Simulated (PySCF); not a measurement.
H3ISiSn (SMILES [SiH3][Sn][I]), singlet, geometry from GFN2-xTB (such geometries of metal compounds can be far from the true shape) (all electrons, no relativity), with bond 6-3 at 1.8 times its length; CASSCF(4,5)+NEVPT2/STO-3G in PySCF.

PySCF was given this input:
```python
from pyscf import gto, scf, mcscf, mrpt
import numpy

mol = gto.M(
    atom='''
Sn   -0.306027    0.519407    1.056134
I     0.282020   -1.360482   -0.814156
Si    0.008612    2.627996   -0.506581
H    -0.234654    3.914555    0.175300
H    -0.894718    2.660149   -1.670265
H     2.446746    2.881054   -1.519574
''',
    basis='sto-3g',
    charge=0,
    spin=0,
    verbose=4,
)

mf = scf.RHF(mol)
mf.kernel()
mc = mcscf.CASSCF(mf, 5, 4)
mc.fix_spin_(ss=0.0)
mc.kernel()
occ = numpy.linalg.eigvalsh(mc.fcisolver.make_rdm1(mc.ci, mc.ncas, mc.nelecas))[::-1]
ss = mc.fcisolver.spin_square(mc.ci, mc.ncas, mc.nelecas)[0]
print('natural occupations', occ.round(4), ' <S^2>', round(ss, 4))
e2 = mrpt.NEVPT(mc).kernel()
print('E(NEVPT2) = %.10f' % (mc.e_tot + e2))
```

Output, abridged:

```
PySCF version 2.14.0

[INPUT] verbose = 4
[INPUT] num. atoms = 6
[INPUT] num. electrons = 120
[INPUT] charge = 0
[INPUT] spin (= nelec alpha-beta = 2S) = 0
[INPUT] symmetry False subgroup None
[INPUT] Mole.unit = angstrom
[INPUT] Symbol           X                Y                Z      unit          X                Y                Z       unit  Magmom
[...]
nuclear repulsion = 806.325241924686
number of shells = 30
number of NR pGTOs = 198
number of NR cGTOs = 66
basis = sto-3g
ecp = {}

******** <class 'pyscf.scf.hf.RHF'> ********
method = RHF
initial guess = minao
damping factor = 0
level_shift factor = 0
DIIS = <class 'pyscf.scf.diis.CDIIS'>
diis_start_cycle = 1
diis_space = 8
diis_damp = 0
SCF conv_tol = 1e-09
SCF conv_tol_grad = None
SCF max_cycles = 50
direct_scf = True
direct_scf_tol = 1e-13
Set gradient conv threshold to 3.16228e-05
Initial guess from minao.
init E= -13061.4211739422
[...]
cycle= 1 E= -13100.2700537449  delta_E= -38.8  |g|= 0.766  |ddm|=  3.3
[...]
cycle= 2 E= -13100.039511515  delta_E= 0.231  |g|= 0.868  |ddm|= 4.78
[...]
cycle= 3 E= -13101.0923199937  delta_E= -1.05  |g|= 0.191  |ddm|= 3.44
[...]
cycle= 4 E= -13101.1278014677  delta_E= -0.0355  |g|= 0.116  |ddm|= 0.932
[...]
cycle= 5 E= -13101.143050719  delta_E= -0.0152  |g|= 0.0345  |ddm|= 0.347
[...]
cycle= 6 E= -13101.1458537551  delta_E= -0.0028  |g|= 0.00617  |ddm|= 0.256
[...]
cycle= 7 E= -13101.1459107747  delta_E= -5.7e-05  |g|= 0.002  |ddm|= 0.0302
[...]
cycle= 8 E= -13101.14591678  delta_E= -6.01e-06  |g|= 0.000447  |ddm|= 0.00994
[...]
cycle= 9 E= -13101.1459171048  delta_E= -3.25e-07  |g|= 9.89e-05  |ddm|= 0.00251
[...]
cycle= 10 E= -13101.1459171241  delta_E= -1.93e-08  |g|= 2.72e-05  |ddm|= 0.000635
[...]
cycle= 11 E= -13101.1459171263  delta_E= -2.21e-09  |g|= 1.09e-05  |ddm|= 0.000217
[...]
cycle= 12 E= -13101.1459171268  delta_E= -4.66e-10  |g|= 2.49e-06  |ddm|= 0.000126
[...]
Extra cycle  E= -13101.1459171268  delta_E= -2.55e-11  |g|= 1.43e-06  |ddm|= 1.15e-05
converged SCF energy = -13101.1459171268

******** <class 'pyscf.mcscf.mc1step.CASSCF'> ********
CAS (2e+2e, 5o), ncore = 58, nvir = 3
max_cycle_macro = 50
max_cycle_micro = 4
conv_tol = 1e-07
conv_tol_grad = None
orbital rotation max_stepsize = 0.02
orbital rotation threshold for CI restart = 0.01
augmented hessian ah_max_cycle = 30
augmented hessian ah_conv_tol = 1e-12
augmented hessian ah_linear dependence = 1e-14
augmented hessian ah_level shift = 1e-08
augmented hessian ah_start_tol = 2.5
[...]
CASCI E = -13101.2412415990  S^2 = 0.0000000
CASSCF energy = -13101.2622267793
CASCI E = -13101.2622267793  E(CI) = -2.45489191765046  S^2 = 0.0000000
[...]
1 I 5py         -0.01683   0.00151  -0.00118  -0.01132   0.24973
1 I 5pz         -0.12369  -0.03653   0.04232  -0.04666   0.31648
1 I 3dxy        -0.00005   0.00001  -0.00002   0.00015   0.00017
1 I 3dyz         0.00017   0.00001  -0.00001   0.00005  -0.00057
1 I 3dz^2        0.00012   0.00004  -0.00005   0.00006  -0.00024
1 I 3dxz        -0.00008  -0.00000  -0.00001   0.00014   0.00021
1 I 3dx2-y2     -0.00003   0.00001  -0.00001  -0.00006   0.00020
1 I 4dxy         0.00109  -0.00037   0.00055  -0.00356  -0.00389
1 I 4dyz        -0.00376  -0.00031   0.00032  -0.00122   0.01271
1 I 4dz^2       -0.00284  -0.00105   0.00115  -0.00150   0.00527
1 I 4dxz         0.00174  -0.00001   0.00015  -0.00340  -0.00463
1 I 4dx2-y2      0.00025  -0.00027   0.00024   0.00147  -0.00455
2 Si 1s         -0.00024   0.00021  -0.00044  -0.00011  -0.00036
2 Si 2s          0.00145   0.00155   0.00108   0.00028   0.00282
2 Si 3s         -0.11927   0.23261  -0.27393  -0.06924  -0.14924
2 Si 2px         0.00099  -0.00700   0.01041   0.00466  -0.00385
2 Si 2py        -0.00322  -0.00034   0.00045   0.00018  -0.00631
2 Si 2pz         0.00242   0.00276  -0.00402  -0.00036   0.00752
2 Si 3px        -0.08608   0.54744  -0.58810  -0.15140   0.13562
2 Si 3py         0.05583   0.03694  -0.02878  -0.00708   0.23489
2 Si 3pz         0.00413  -0.21755   0.22618   0.05473  -0.21241
3 H 1s          -0.00443  -0.08068   0.07911   0.01726   0.01068
4 H 1s           0.03126  -0.06672   0.06483   0.06173   0.05252
5 H 1s          -0.01993   0.73551   0.67652   0.02451  -0.00832
<CAS-nat-orb|mo-hf>  59     54       0.46794772
<CAS-nat-orb|mo-hf>  59     59       0.67198164
<CAS-nat-orb|mo-hf>  59     60       0.46796335
<CAS-nat-orb|mo-hf>  60     59      -0.56196498
<CAS-nat-orb|mo-hf>  60     60       0.81265346
<CAS-nat-orb|mo-hf>  61     61      -0.58014249
<CAS-nat-orb|mo-hf>  61     62       0.78934212
<CAS-nat-orb|mo-hf>  62     61       0.81152439
<CAS-nat-orb|mo-hf>  62     62       0.57267191
<CAS-nat-orb|mo-hf>  63     63       0.82967040
<CAS-nat-orb|mo-hf>  63     64       0.51255570
Sr    (-1)',   E = -0.00022320467566
Si    (+1)',   E = -0.00205002566243
Sijrs (0)  ,   E = -0.02679557907382
Sijr  (+1) ,   E = -0.00801352412294
Srsi  (-1) ,   E = -0.00184937027005
Srs   (-2) ,   E = -0.00028052870411
Sij   (+2) ,   E = -0.00463041079997
Sir   (0)' ,   E = -0.00404181202325
Nevpt2 Energy = -0.047884455332234
E(NEVPT2) = -13101.3101112346
```
